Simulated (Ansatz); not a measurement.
# Nudged elastic band run: C₄H₁₂OSi

The input (input.yaml):

```yaml
crystal:
  periodic: [false, false, false]
  atoms:
    - { symbol: C, position_ang: [1.042728, -2.345937, -1.027184] }
    - { symbol: C, position_ang: [1.090573, -0.866212, -0.537913] }
    - { symbol: O, position_ang: [0.041445, -0.124154, -1.278562] }
    - { symbol: C, position_ang: [0.118582, 1.298646, -0.843096] }
    - { symbol: Si, position_ang: [-0.411396, 1.663646, 0.966174] }
    - { symbol: C, position_ang: [-1.899225, 0.604703, 1.424534] }
    - { symbol: H, position_ang: [1.238054, -2.398853, -2.116093] }
    - { symbol: H, position_ang: [1.809596, -2.946008, -0.498594] }
    - { symbol: H, position_ang: [0.04635, -2.785989, -0.826016] }
    - { symbol: H, position_ang: [2.110966, -0.432112, -0.72477] }
    - { symbol: H, position_ang: [0.920657, -0.829693, 0.572858] }
    - { symbol: H, position_ang: [1.141875, 1.718422, -1.031236] }
    - { symbol: H, position_ang: [-0.575743, 1.832577, -1.533814] }
    - { symbol: H, position_ang: [-0.754123, 3.07908, 1.058668] }
    - { symbol: H, position_ang: [0.68566, 1.408707, 1.892996] }
    - { symbol: H, position_ang: [-2.209821, 0.771045, 2.471885] }
    - { symbol: H, position_ang: [-1.669894, -0.46929, 1.305821] }
    - { symbol: H, position_ang: [-2.763783, 0.832922, 0.776041] }
basis:
  gaussian: { orbitals: STO-3G }
hamiltonian:
  xc: revpbe
  dispersion: d4
neb:
  order_check: false
  images: 9
  f_tol: 0.5
  max_iterations: 29
  final_atoms:
    - { symbol: C, position_ang: [0.916166, -2.30630005, -1.46992167] }
    - { symbol: C, position_ang: [0.6755144, -1.06534188, -0.55720757] }
    - { symbol: O, position_ang: [0.70094139, 0.13424752, -1.42825035] }
    - { symbol: C, position_ang: [0.55598213, 1.32304417, -0.54361665] }
    - { symbol: Si, position_ang: [-1.13030988, 1.54014948, 0.35546555] }
    - { symbol: C, position_ang: [-1.08708078, 0.85801429, 2.11308559] }
    - { symbol: H, position_ang: [1.8979921, -2.22756795, -1.97659508] }
    - { symbol: H, position_ang: [0.90223769, -3.23298436, -0.86258047] }
    - { symbol: H, position_ang: [0.12498391, -2.37520993, -2.24210091] }
    - { symbol: H, position_ang: [1.46811026, -1.01372886, 0.23886159] }
    - { symbol: H, position_ang: [-0.31162699, -1.17179341, -0.02884243] }
    - { symbol: H, position_ang: [1.38599196, 1.35809586, 0.21074077] }
    - { symbol: H, position_ang: [0.71204375, 2.19050874, -1.22726731] }
    - { symbol: H, position_ang: [-2.1850401, 0.88350699, -0.40828488] }
    - { symbol: H, position_ang: [-1.42805755, 2.96775517, 0.41212362] }
    - { symbol: H, position_ang: [-2.0260007, 1.08553787, 2.65014234] }
    - { symbol: H, position_ang: [-0.256578, 1.30179487, 2.69152795] }
    - { symbol: H, position_ang: [-0.95276858, -0.23822853, 2.12441891] }
  initial_path:
    images:
      - { positions_ang: [[1.042728, -2.345937, -1.027184], [1.090573, -0.866212, -0.537913], [0.041445, -0.124154, -1.278562], [0.118582, 1.298646, -0.843096], [-0.411396, 1.663646, 0.966174], [-1.899225, 0.604703, 1.424534], [1.238054, -2.398853, -2.116093], [1.809596, -2.946008, -0.498594], [0.04635, -2.785989, -0.826016], [2.110966, -0.432112, -0.72477], [0.920657, -0.829693, 0.572858], [1.141875, 1.718422, -1.031236], [-0.575743, 1.832577, -1.533814], [-0.754123, 3.07908, 1.058668], [0.68566, 1.408707, 1.892996], [-2.209821, 0.771045, 2.471885], [-1.669894, -0.46929, 1.305821], [-2.763783, 0.832922, 0.776041]] }
      - { positions_ang: [[0.98059518, -2.34600889, -1.07719249], [1.06586741, -0.89203422, -0.54086417], [0.09327337, -0.08306218, -1.27775266], [0.2040119, 1.30442735, -0.78891637], [-0.48238978, 1.69748104, 0.9106186], [-1.80515842, 0.57168582, 1.48074178], [1.21167431, -2.36441701, -2.15465649], [1.6947498, -2.98233208, -0.5556154], [-0.03856993, -2.72346953, -0.92531298], [2.09626877, -0.50598444, -0.67703204], [0.84844119, -0.87788688, 0.55490087], [1.21494185, 1.66114813, -0.86132279], [-0.38479384, 1.89213489, -1.51460652], [-0.99087201, 2.96036661, 0.84559889], [0.51458149, 1.70007662, 1.83505748], [-2.20653804, 0.77788212, 2.46356183], [-1.46045321, -0.38057614, 1.49602308], [-2.59312903, 0.60206879, 0.83846838]] }
      - { positions_ang: [[0.91846236, -2.34608077, -1.12720099], [1.04116182, -0.91785643, -0.54381533], [0.14510174, -0.04197037, -1.27694332], [0.2894418, 1.3102087, -0.73473673], [-0.55338356, 1.73131607, 0.8550632], [-1.71109183, 0.53866864, 1.53694956], [1.18529461, -2.32998102, -2.19321999], [1.57990359, -3.01865617, -0.61263679], [-0.12348987, -2.66095007, -1.02460996], [2.08157154, -0.57985688, -0.62929408], [0.77622537, -0.92608077, 0.53694375], [1.2880087, 1.60387426, -0.69140959], [-0.19384467, 1.95169278, -1.49539905], [-1.22762102, 2.84165323, 0.63252979], [0.34350297, 1.99144624, 1.77711896], [-2.20325508, 0.78471924, 2.45523865], [-1.25101241, -0.29186227, 1.68622516], [-2.42247506, 0.37121557, 0.90089576]] }
      - { positions_ang: [[0.85632954, -2.34615266, -1.17720948], [1.01645623, -0.94367865, -0.5467665], [0.19693011, -0.00087855, -1.27613398], [0.37487169, 1.31599005, -0.6805571], [-0.62437735, 1.76515111, 0.7995078], [-1.61702525, 0.50565146, 1.59315735], [1.15891492, -2.29554504, -2.23178348], [1.46505739, -3.05498025, -0.66965819], [-0.2084098, -2.5984306, -1.12390694], [2.06687431, -0.65372932, -0.58155612], [0.70400956, -0.97427465, 0.51898662], [1.36107555, 1.5466004, -0.52149638], [-0.00289551, 2.01125068, -1.47619157], [-1.46437003, 2.72293984, 0.41946068], [0.17242446, 2.28281586, 1.71918043], [-2.19997212, 0.79155636, 2.44691548], [-1.04157162, -0.20314841, 1.87642724], [-2.25182108, 0.14036236, 0.96332314]] }
      - { positions_ang: [[0.79419673, -2.34622454, -1.22721797], [0.99175064, -0.96950086, -0.54971766], [0.24875848, 0.04021327, -1.27532464], [0.46030159, 1.32177141, -0.62637747], [-0.69537113, 1.79898615, 0.7439524], [-1.52295866, 0.47263428, 1.64936513], [1.13253522, -2.26110905, -2.27034697], [1.35021119, -3.09130434, -0.72667958], [-0.29332974, -2.53591113, -1.22320392], [2.05217708, -0.72760176, -0.53381816], [0.63179374, -1.02246853, 0.50102949], [1.4341424, 1.48932653, -0.35158318], [0.18805365, 2.07080857, -1.4569841], [-1.70111904, 2.60422646, 0.20639158], [0.00134595, 2.57418548, 1.66124191], [-2.19668916, 0.79839348, 2.4385923], [-0.83213083, -0.11443454, 2.06662932], [-2.08116711, -0.09049085, 1.02575052]] }
      - { positions_ang: [[0.73206391, -2.34629643, -1.27722647], [0.96704505, -0.99532308, -0.55266883], [0.30058684, 0.08130508, -1.27451529], [0.54573149, 1.32755276, -0.57219784], [-0.76636491, 1.83282119, 0.688397], [-1.42889208, 0.4396171, 1.70557291], [1.10615553, -2.22667306, -2.30891046], [1.23536498, -3.12762842, -0.78370098], [-0.37824967, -2.47339166, -1.3225009], [2.03747985, -0.8014742, -0.4860802], [0.55957793, -1.07066241, 0.48307237], [1.50720925, 1.43205266, -0.18166997], [0.37900282, 2.13036646, -1.43777662], [-1.93786805, 2.48551307, -0.00667753], [-0.16973256, 2.8655551, 1.60330339], [-2.1934062, 0.8052306, 2.43026913], [-0.62269004, -0.02572068, 2.2568314], [-1.91051314, -0.32134406, 1.0881779]] }
      - { positions_ang: [[0.76888433, -2.33829715, -1.31576551], [0.90873892, -1.00932684, -0.55357658], [0.38065775, 0.09189357, -1.3052623], [0.54778162, 1.32665104, -0.5664816], [-0.8391539, 1.77428684, 0.62181071], [-1.36052982, 0.52329654, 1.78707545], [1.26452284, -2.22685204, -2.24244739], [1.16873952, -3.14869961, -0.79947687], [-0.27760295, -2.45375532, -1.5064209], [1.92360594, -0.84392513, -0.34109184], [0.38533694, -1.09088861, 0.38068941], [1.48296579, 1.4172613, -0.10318783], [0.445611, 2.14239492, -1.39567476], [-1.98730246, 2.16511186, -0.086999], [-0.42139756, 2.88599511, 1.36506744], [-2.1599251, 0.86129205, 2.47424377], [-0.54946763, 0.23978243, 2.34377071], [-1.71896423, -0.30472096, 1.2954261]] }
      - { positions_ang: [[0.80570474, -2.33029788, -1.35430455], [0.85043279, -1.0233306, -0.55448432], [0.46072866, 0.10248206, -1.33600932], [0.54983175, 1.32574932, -0.56076536], [-0.9119429, 1.7157525, 0.55522442], [-1.29216756, 0.60697598, 1.86857798], [1.42289016, -2.22703102, -2.17598431], [1.10211406, -3.1697708, -0.81525277], [-0.17695624, -2.43411897, -1.6903409], [1.80973202, -0.88637606, -0.19610348], [0.21109596, -1.11111481, 0.27830645], [1.45872234, 1.40246994, -0.02470568], [0.51221919, 2.15442338, -1.3535729], [-2.03673687, 1.84471064, -0.16732047], [-0.67306256, 2.90643513, 1.12683148], [-2.126444, 0.91735351, 2.51821841], [-0.47624522, 0.50528554, 2.43071002], [-1.52741532, -0.28809785, 1.5026743]] }
      - { positions_ang: [[0.84252516, -2.3222986, -1.39284359], [0.79212666, -1.03733436, -0.55539207], [0.54079957, 0.11307055, -1.36675633], [0.55188188, 1.3248476, -0.55504912], [-0.98473189, 1.65721816, 0.48863813], [-1.2238053, 0.69065541, 1.95008052], [1.58125747, -2.22721, -2.10952123], [1.0354886, -3.19084199, -0.83102867], [-0.07630952, -2.41448262, -1.87426091], [1.6958581, -0.92882699, -0.05111513], [0.03685498, -1.13134101, 0.17592349], [1.43447888, 1.38767858, 0.05377647], [0.57882738, 2.16645183, -1.31147103], [-2.08617128, 1.52430942, -0.24764194], [-0.92472756, 2.92687514, 0.88859553], [-2.0929629, 0.97341496, 2.56219305], [-0.40302281, 0.77078865, 2.51764933], [-1.33586641, -0.27147474, 1.70992251]] }
      - { positions_ang: [[0.87934558, -2.31429932, -1.43138263], [0.73382053, -1.05133812, -0.55629982], [0.62087048, 0.12365903, -1.39750334], [0.55393201, 1.32394589, -0.54933289], [-1.05752089, 1.59868382, 0.42205184], [-1.15544304, 0.77433485, 2.03158306], [1.73962478, -2.22738897, -2.04305816], [0.96886314, -3.21191317, -0.84680457], [0.02433719, -2.39484627, -2.05818091], [1.58198418, -0.97127793, 0.09387323], [-0.13738601, -1.15156721, 0.07354053], [1.41023542, 1.37288722, 0.13225862], [0.64543557, 2.17848029, -1.26936917], [-2.13560569, 1.20390821, -0.32796341], [-1.17639256, 2.94731515, 0.65035958], [-2.0594818, 1.02947642, 2.60616769], [-0.3298004, 1.03629176, 2.60458864], [-1.1443175, -0.25485164, 1.91717071]] }
      - { positions_ang: [[0.916166, -2.30630005, -1.46992167], [0.6755144, -1.06534188, -0.55720757], [0.70094139, 0.13424752, -1.42825035], [0.55598213, 1.32304417, -0.54361665], [-1.13030988, 1.54014948, 0.35546555], [-1.08708078, 0.85801429, 2.11308559], [1.8979921, -2.22756795, -1.97659508], [0.90223769, -3.23298436, -0.86258047], [0.12498391, -2.37520993, -2.24210091], [1.46811026, -1.01372886, 0.23886159], [-0.31162699, -1.17179341, -0.02884243], [1.38599196, 1.35809586, 0.21074077], [0.71204375, 2.19050874, -1.22726731], [-2.1850401, 0.88350699, -0.40828488], [-1.42805755, 2.96775517, 0.41212362], [-2.0260007, 1.08553787, 2.65014234], [-0.256578, 1.30179487, 2.69152795], [-0.95276858, -0.23822853, 2.12441891]] }
```

Command:

```bash
$ ansatz run input.yaml --threads 1 --pin off --max-ram 2048MiB --backend cpu --events-out ev --progress --plain --runs-dir out
```

Output, in part (warnings, iteration lines, the closing report on the highest movable image, with atoms numbered from 0):

```
NEB end point (image 0): max|allowed force component| = 6.738e-3 eV/Å (the criterion of neb.relax_end_points is 1.000e-1)
NEB end point (image 10): max|allowed force component| = 5.375e-3 eV/Å (the criterion of neb.relax_end_points is 1.000e-1)
NEB iter   1: max|band force component| = 6.956e0 eV/Å  barrier→ = 2.2925 eV  barrier← = 2.2761 eV  Δτ_max = 0.1830 Å  (245 SCF iters)
NEB iter   2: max|band force component| = 9.569e-1 eV/Å  barrier→ = 0.1904 eV  barrier← = 0.1739 eV  Δτ_max = 0.0803 Å  (228 SCF iters)
NEB iter   3: max|band force component| = 3.830e-1 eV/Å  barrier→ = 0.0827 eV  barrier← = 0.0662 eV  CI = image 4  Δτ_max = 0.0000 Å  (437 SCF iters)
Total energy: -14095.97834605 eV, -518.0176496201 hartree
Atom 0 at     0.769078    -2.339195    -1.212502 Å, force    -0.051423     0.079783    -0.039284 eV/Å
Atom 1 at     0.972318    -0.950917    -0.529142 Å, force     0.146073    -0.049019     0.120151 eV/Å
Atom 2 at     0.202112     0.044256    -1.308275 Å, force    -0.102742    -0.068343    -0.173267 eV/Å
Atom 3 at     0.433763     1.383286    -0.699015 Å, force    -0.004826    -0.027609     0.037853 eV/Å
Atom 4 at    -0.710680     1.874419     0.768965 Å, force    -0.003450     0.145821     0.026974 eV/Å
Atom 5 at    -1.523916     0.416566     1.631081 Å, force    -0.061796    -0.038366     0.035518 eV/Å
Atom 6 at     1.109415    -2.299877    -2.266197 Å, force    -0.008136    -0.012188     0.009341 eV/Å
Atom 7 at     1.348733    -3.118837    -0.679957 Å, force     0.003275     0.019945     0.021112 eV/Å
Atom 8 at    -0.302164    -2.618376    -1.197407 Å, force    -0.018537    -0.029871    -0.010472 eV/Å
Atom 9 at     2.068234    -0.696367    -0.514523 Å, force    -0.006162     0.021731     0.002960 eV/Å
Atom 10 at     0.640956    -1.007427     0.542864 Å, force    -0.016702     0.017612    -0.012919 eV/Å
Atom 11 at     1.505313     1.509362    -0.410484 Å, force     0.079771     0.002756     0.045658 eV/Å
Atom 12 at     0.250530     2.105631    -1.528333 Å, force    -0.031707     0.019068    -0.046271 eV/Å
Atom 13 at    -1.762931     2.748736     0.266007 Å, force    -0.009943     0.024824    -0.025124 eV/Å
Atom 14 at     0.068849     2.634195     1.739850 Å, force     0.032281     0.013298     0.023267 eV/Å
Atom 15 at    -2.222016     0.760870     2.415869 Å, force     0.000303     0.041644    -0.024331 eV/Å
Atom 16 at    -0.784715    -0.239717     2.114728 Å, force     0.085981    -0.091149     0.076753 eV/Å
Atom 17 at    -2.100377    -0.195109     0.918170 Å, force    -0.032260    -0.069938    -0.067919 eV/Å
Dipole moment:     0.122155    -0.019330     0.162967 e Å
```

It converged. The threshold of 0.5 eV/Å is loose, so the images may lie well off the minimum-energy path. The order of the stationary point at the top wasn't checked. Limits of this set-up: minimal basis.

Final band (atoms are numbered from 1 in the order of the input):

| image | path coordinate (Å) | energy (kJ/mol) | dihedral H13–C4–Si5–C6 (°) |
| --- | --- | --- | --- |
| 0 | 0.00 | 0.0 | 78 |
| 1 | 0.79 | 1.6 | 92 |
| 2 | 1.58 | 5.0 | 107 |
| 3 | 2.37 | 7.6 | 122 |
| 4 | 3.16 | 8.0 | 138 |
| 5 | 3.95 | 7.4 | 154 |
| 6 | 4.74 | 6.6 | 167 |
| 7 | 5.53 | 5.9 | 180 |
| 8 | 6.31 | 4.6 | -168 |
| 9 | 7.10 | 2.9 | -157 |
| 10 | 7.89 | 1.6 | -146 |

Time of the run: 2.5 min on 1 thread of Arm Neoverse V1, on a shared host, peak memory 0.11 GiB.
